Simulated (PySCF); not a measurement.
Mapped SMILES: `[CH:1]#[C:2][P+:3]1([AlH3-:4])[CH2:5][CH2:6][O:7][CH2:8][CH2:9]1`. Each H is labelled by its parent atom.

PySCF calculation with σ from GIAO-B3LYP/pcSseg-1 and coordinates at the PBE0-D3(BJ)/def2-SVP level; non-relativistic, gas phase, one conformer, one averaged value for each set of equivalent atoms.

References, each an isolated molecule treated in the same way: 13C, 1H vs TMS; H3PO4 for 31P; 27Al vs AlH4-; 17O against H2O.

```tsv
atoms	nucleus	count	δ (ppm)
Hb(C6)/Ha(C8)	1H	2	?
H(C1)	1H	1	2.90
Ha(C6)/Hb(C8)	1H	2	3.67
Ha(C5)/Ha(C9)	1H	2	2.02
C5/C9	13C	2	28.1
C1	13C	1	?
H(Al4)	1H	3	3.79
O7	17O	1	49.2
C6/C8	13C	2	66.8
C2	13C	1	?
Hb(C5)/Hb(C9)	1H	2	?
P3	31P	1	-73.1
Al4	27Al	1	44.6
```

Question: Fill in the missing shifts.

Answer: 
- C1: 103.1 ppm, terminal alkyne carbon; the triple bond shields along its axis, which puts it between sp3 and sp2 carbons
- C2: 78.8 ppm, alkyne carbon; sp carbons lie upfield of alkene carbons because the cylindrical π system leaves one tensor component strongly shielded
- Hb(C6)/Ha(C8): 4.07 ppm, hydrogen on an sp3 CH2 bonded to O; its carbon carries O, which withdraws density
- Hb(C5)/Hb(C9): 1.68 ppm, hydrogen on an sp3 CH2 bonded to P

Hydrides on Al or Ga are broadened by the quadrupolar metal nucleus. Shifts are as computed. Against solution values, carbons near 30 ppm lie about +2 ppm off and those near 130 ppm about +6 ppm. Of 1313 compounds with measured shifts, 239 miss one by over three times the rms of a fit or turn the order of signals round; such compounds aren't used in these exercises. Experimental scales use liquid or dissolved standards, which lie at an offset from isolated H2O (liquid H2O: subtract about 36 ppm) and H3PO4.
